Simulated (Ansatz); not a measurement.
Cost against result

Saddle point of Si$_{2}$NH$_{9}$O, singlet (Si₂NH₇O ([NH2][SiH2][O][SiH3]) + H₂ → Si₂H₆O ([SiH3][O][SiH3]) + NH₃; bonds formed: Si1–H8, N2–H7; bonds broken: Si1–N2, H7–H8), PBE0-D4/def2-TZVP structure:

Si1  (-0.302, -0.301, 1.053)
N2  (1.246, -1.265, 0.648)
O3  (-1.271, 0.010, -0.230)
Si4  (-0.999, 1.083, -1.463)
H5  (-0.037, 0.643, 2.162)
H6  (-1.087, -1.397, 1.706)
H7  (1.514, -0.176, 0.275)
H8  (0.954, 0.864, 0.145)
H9  (1.744, -1.709, 1.412)
H10  (1.139, -1.915, -0.122)
H11  (-0.765, 2.468, -0.989)
H12  (0.118, 0.639, -2.337)
H13  (-2.253, 1.057, -2.262)
(Å)

Barriers are electronic and count from the start structure reached by relaxing down the imaginary mode.

Ansatz 0.2.0; basis: as named in each row; cores frozen in the correlated methods. B3LYP uses VWN-RPA correlation. Extrapolation: Hartree–Fock as exp(−7.88 √X), correlation as X^−2.97.

Times are rough, for one single point on 8 threads of a shared host (Intel Xeon Platinum 8375C).

The estimate by CCSD(T) at an estimated basis limit (MP2 extrapolated from triple and quadruple zeta, plus CCSD(T) − MP2 in triple zeta) is 2.266 eV.

```tsv
method	basis	time (s)	barrier (eV)	method less estimate
HF	STO-3G	under 1	3.648	1.382
PBE-D4	STO-3G	under 1	1.978	-0.288
SPW92	def2-SVP	under 1	1.299	-0.967
PBE-D4	def2-SVP	under 1	1.678	-0.588
B3LYP-D4	6-31G	under 1	2.309	0.043
PBE0-D4	def2-SVP	under 1	1.839	-0.427
SPW92	def2-TZVPP	under 1	1.452	-0.814
PBE-D4	def2-TZVPP	1	1.824	-0.442
BLYP-D4	def2-TZVPP	1	2.087	-0.178
BHLYP-D4	def2-TZVPP	1	2.358	0.092
wB97M-V	def2-SVP	2	1.967	-0.299
CCSD(T)	def2-SVP	2	2.190	-0.076
B3LYP-D4	def2-TZVPP	2	2.184	-0.082
CAM-B3LYP-D4	def2-TZVPP	2	2.228	-0.038
r2SCAN-D4	def2-TZVPP	2	2.007	-0.259
r2SCAN0-D4	def2-TZVPP	2	2.089	-0.177
PBE0-D4	def2-TZVPP	3	1.962	-0.304
RPA on PBE	def2-TZVPP	3	2.253	-0.013
B2PLYP	def2-TZVPP	3	2.277	0.011
PBE-QIDH	def2-TZVPP	4	2.129	-0.137
wB97X-V	def2-TZVPP	4	2.197	-0.069
B97M-V	def2-TZVPP	4	2.024	-0.242
wB97M-V	def2-TZVPP	4	2.152	-0.114
MP2	def2-QZVPP	13	2.281	0.015
CCSD(T)	def2-TZVPP	54	2.243	-0.023
```

All methods are single points on the PBE0-D4 structures.

The T1 diagnostic stays at or below 0.012.

Labels in which every atom is bracketed show which atoms are joined, not bond orders.
